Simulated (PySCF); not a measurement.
Process, species as SMILES: N=C=O + H+ → [NH2+]=C=O
B3LYP-D3(BJ)/def2-TZVP geometries, fixed; electronic energies without zero-point terms; positive where energy is released.
Largest species:
```xyz
5

N     -1.0662     0.2609     0.2152
C      0.1427    -0.0349    -0.0288
O      1.2156    -0.2974    -0.2454
H     -1.6361    -0.3425     0.8095
H     -1.4816     1.1053    -0.1801
```
Charge +1, spin multiplicity 1.

Effect of the grid level at PBE0/def2-TZVP with PySCF, against the last row, where the proton affinity is 179.33 kcal/mol. The proton sits at the site shown, which need not be the one that binds it best. Cost is core time over that of grids.level: 1, rough, on shared machines of one kind.

```json
[
 {"setting": "grids.level: 0", "grid points, largest species": "4480", "largest shift of a total energy (mEh)": "-4.683", "shift of the proton affinity (kcal/mol)": "0.582", "cost": "0.6×"},
 {"setting": "grids.level: 1", "grid points, largest species": "20424", "largest shift of a total energy (mEh)": "0.008", "shift of the proton affinity (kcal/mol)": "0.009", "cost": "1×"},
 {"setting": "grids.level: 2", "grid points, largest species": "44152", "largest shift of a total energy (mEh)": "0.000", "shift of the proton affinity (kcal/mol)": "0.000", "cost": "1×"},
 {"setting": "grids.level: 3", "grid points, largest species": "61720", "largest shift of a total energy (mEh)": "0.000", "shift of the proton affinity (kcal/mol)": "0.000", "cost": "2×"},
 {"setting": "grids.level: 4", "grid points, largest species": "116160", "largest shift of a total energy (mEh)": "0.000", "shift of the proton affinity (kcal/mol)": "0.000", "cost": "2×"},
 {"setting": "grids.level: 5", "grid points, largest species": "175152", "largest shift of a total energy (mEh)": "0.000", "shift of the proton affinity (kcal/mol)": "0.000", "cost": "4×"},
 {"setting": "grids.level: 7", "grid points, largest species": "358464", "largest shift of a total energy (mEh)": "0.000", "shift of the proton affinity (kcal/mol)": "0.000", "cost": "7×"}
]
```

Within 0.1 kcal/mol in the proton affinity: grids.level: 1; grids.level: 2; grids.level: 3; grids.level: 4; grids.level: 5. The largest shift is 4.683 mEh in a total energy and 0.582 kcal/mol in the difference.
